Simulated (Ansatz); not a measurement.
Reaction (formal exchange of groups at the In–Cl bond): `C[CH2][In]([F])[Cl]` + `FC=C=S` → `C[CH2][In]([F])[F]` + `S=C=CCl`

Computed with Ansatz on PBE0-D4/def2-TZVP structures; ΔE is electronic, products minus reactants. CCSD(T)/CBS is the MP2 limit (def2-TZVPP, def2-QZVPP) plus CCSD(T) − MP2 in def2-TZVPP, frozen cores. Functionals use def2-TZVPP. B3LYP here is the variant with VWN-RPA as its local correlation; programs differ in this. HSE06 is defined as in plane-wave codes. def2 core potentials past Kr. For In outer-core shells are correlated without core-valence functions, which leaves a few kJ/mol of doubt a bond. Each species was taken in one conformer, which may not be the lowest.

```
             level  ΔE (kJ/mol)  difference from CCSD(T)/CBS
       LDA (SPW92)         18.2                          6.2
            PBE-D4         11.3                         -0.7
         revPBE-D4          6.9                         -5.1
           BLYP-D4          8.7                         -3.3
            B97M-V         18.2                          6.2
           PBE0-D4         18.7                          6.7
          B3LYP-D4         15.9                          3.9
        r2SCAN0-D4         20.6                          8.6
          HSE06-D4         19.1                          7.1
          BHLYP-D4         24.4                         12.4
      CAM-B3LYP-D4         17.8                          5.8
           ωB97X-V         17.6                          5.6
           ωB97M-V         18.9                          6.9
            B2PLYP         12.9                          0.9
          PBE-QIDH         16.6                          4.6
               PBE         12.2                          0.2
            revPBE         11.3                         -0.7
              BLYP         11.3                         -0.7
            r2SCAN         15.3                          3.3
              PBE0         19.3                          7.3
             B3LYP         17.4                          5.4
           r2SCANh         17.6                          5.6
           r2SCAN0         20.7                          8.7
             HSE06         19.7                          7.7
             BHLYP         24.7                         12.7
         CAM-B3LYP         18.4                          6.4
           LC-ωPBE         13.4                          1.4
RPA@PBE/def2-TZVPP         17.0                          5.0
       HF/def2-SVP         51.6                         39.6
      MP2/def2-SVP         15.6                          3.6
  CCSD(T)/def2-SVP         28.4                         16.4
     HF/def2-TZVPP         36.3                         24.3
    MP2/def2-TZVPP          6.2                         -5.8
SCS-MP2/def2-TZVPP          9.9                         -2.1
   CCSD/def2-TZVPP         20.8                          8.8
CCSD(T)/def2-TZVPP         17.4                          5.4
    MP2/def2-QZVPP          2.3                         -9.7
SCS-MP2/def2-QZVPP          6.4                         -5.6
     MP2/CBS(def2)          0.7                        -11.3
    CCSD/CBS(def2)         15.3                          3.3
       CCSD(T)/CBS         12.0                            0
```

Largest T1 diagnostic among the species: 0.016.

At CCSD(T), def2-SVP lies +16.5 kJ/mol from the extrapolated value and def2-TZVPP +5.5 kJ/mol. From r2SCAN to r2SCAN0 (25 % exact exchange), in def2-TZVPP and without D4, ΔE moves by +5.4 kJ/mol. Leaving LDA and LC-ωPBE aside and taking each functional with its dispersion term where it has one, the values spread over 17.6 kJ/mol, from revPBE-D4 to BHLYP-D4. LDA lies +5.9 kJ/mol from PBE without D4.
